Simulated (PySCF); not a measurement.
C₅H₈Si, SMILES C[SiH2]C(=C)C#C. Heavy atoms are numbered as in [CH:1]#[C:2][C:3](=[CH2:4])[SiH2:5][CH3:6]. Hydrogens are named by the atom that carries them.

Coordinates come from a B3LYP-D3(BJ)/def2-SVP optimisation. This is a generated structure with no PubChem entry under its InChIKey; it may be hypothetical. One conformer was computed; it need not be the lowest.

Level of theory: PBE/def2-TZVP run with PySCF.

Atomic charges (e), one atom of each kind:

```
atom          IAO  Löwdin
----------  -----  ------
C1 (CH)     -0.25   -0.09
C2          -0.02   -0.10
C3          -0.26   -0.28
C4 (CH2)    -0.27   -0.15
Si5 (SiH2)   0.76    0.32
C6 (CH3)    -0.72   -0.46
H on C1      0.20    0.13
H on C4      0.16    0.13
H on Si5    -0.12   -0.02
H on C6      0.16    0.13
```

Q: Give the Mayer and Wiberg (Löwdin basis) orders of the bonds. (The exact figures need the calculation; the answer reports its results.)

A: 
```csv
bond,Mayer,Wiberg
C1–C2,2.59,2.85
C2–C3,1.18,1.34
C3–C4,1.77,1.98
C3–Si5,0.98,0.98
Si5–C6,1.02,1.24
```
